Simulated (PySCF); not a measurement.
Isomers of C5H9ClO.

All values: PBE0/pcSseg-1 (PySCF) at PBE0-D3(BJ)/def2-SVP geometries, gas phase, one conformer each.

Question: Rank by HOMO–LUMO gap, highest first.
A. pivaloyl chloride (`CC(C)(C)C(=O)Cl`)
B. `[Cl:1][CH2:2][CH2:3][O:4][CH:5]1[CH2:6][CH2:7]1` with Cl1–C2–C3–O4 177°, C2–C3–O4–C5 77°, C3–O4–C5–C6 -166°
C. `[CH3:1][CH2:2][CH2:3][CH2:4][C:5](=[O:6])[Cl:7]` with C1–C2–C3–C4 179°, C2–C3–C4–C5 180°, C3–C4–C5–O6 -1°

Answer: B (8.20 eV), C (7.63 eV), A (7.44 eV).

All values together:

```
           SMILES  μ (D)  HOMO (eV)  LUMO (eV)  lowest IAO charge (e)  highest IAO charge (e)  lowest Hirshfeld charge (e)  highest Hirshfeld charge (e)
  CC(C)(C)C(=O)Cl   3.09      -8.38      -0.94             -0.408 (C)              +0.370 (C)                   -0.184 (O)                    +0.197 (C)
      CCCCC(=O)Cl   3.12      -8.57      -0.94             -0.407 (C)              +0.379 (C)                   -0.189 (O)                    +0.194 (C)
       ClCCOC1CC1   1.86      -7.35       0.85             -0.375 (O)              +0.162 (H)                   -0.128 (O)                    +0.052 (H)
CC[C@H](C)C(=O)Cl   3.14      -8.39      -0.98             -0.414 (C)              +0.376 (C)                   -0.193 (O)                    +0.197 (C)
```

Conformers: `[CH3:1][CH2:2][CH2:3][CH2:4][C:5](=[O:6])[Cl:7]` with C1–C2–C3–C4 179°, C2–C3–C4–C5 180°, C3–C4–C5–O6 -1°; `[Cl:1][CH2:2][CH2:3][O:4][CH:5]1[CH2:6][CH2:7]1` with Cl1–C2–C3–O4 177°, C2–C3–O4–C5 77°, C3–O4–C5–C6 -166°; `[CH3:1][CH2:2][C@H:3]([CH3:4])[C:5](=[O:6])[Cl:7]` with C1–C2–C3–C4 180°, C2–C3–C5–O6 -121°.
